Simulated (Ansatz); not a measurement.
thiooxirane (C2H4S), singlet, at a GFN2-xTB geometry; HF/def2-SVP (Ansatz, a quantum-chemistry and plane-wave program).

Input for Ansatz:
Ansatz 0.2 input:
```yaml
crystal:
  periodic: [false, false, false]
  atoms:
    - {symbol: C, position_ang: [0.01173100, -0.72708757, -0.79850692]}
    - {symbol: S, position_ang: [0.00262325, -0.01384904, 0.85337863]}
    - {symbol: C, position_ang: [-0.01656607, 0.75261357, -0.77440663]}
    - {symbol: H, position_ang: [-0.88881533, -1.25980956, -1.07214441]}
    - {symbol: H, position_ang: [0.93050588, -1.22493589, -1.07717098]}
    - {symbol: H, position_ang: [0.88233454, 1.29402388, -1.03614401]}
    - {symbol: H, position_ang: [-0.93698668, 1.25915021, -1.03111744]}
basis:
  gaussian:
    orbitals: def2-SVP
hamiltonian:
  xc: hf
```

Predict the main parts of the log of this Ansatz run.


```
Functional definition: HF
658 factors; integrals over basis functions are off by at most 1.1e-3 eV
mean field evaluation 1: about -12934.7702 eV, gradient 1.7e1 eV
mean field evaluation 2: about -12934.7749 eV, gradient 1.7e1 eV
mean field evaluation 4: about -12935.7178 eV, gradient 2.1e0 eV
mean field evaluation 8: about -12935.7298 eV, gradient 4.4e-5 eV
mean field -12935.72980877 eV, -475.3793023196 hartree, gradient 7.0e-6 eV, S^2 0.000000; 0 other end points of the search recorded, 0 dependent functions left out
reference -12935.72980877 eV, -475.3793023196 hartree; 16, 16 occupied and 50, 50 virtual orbitals, 658 factors
Total energy: -12935.72980877 eV, -475.3793023196 hartree
```
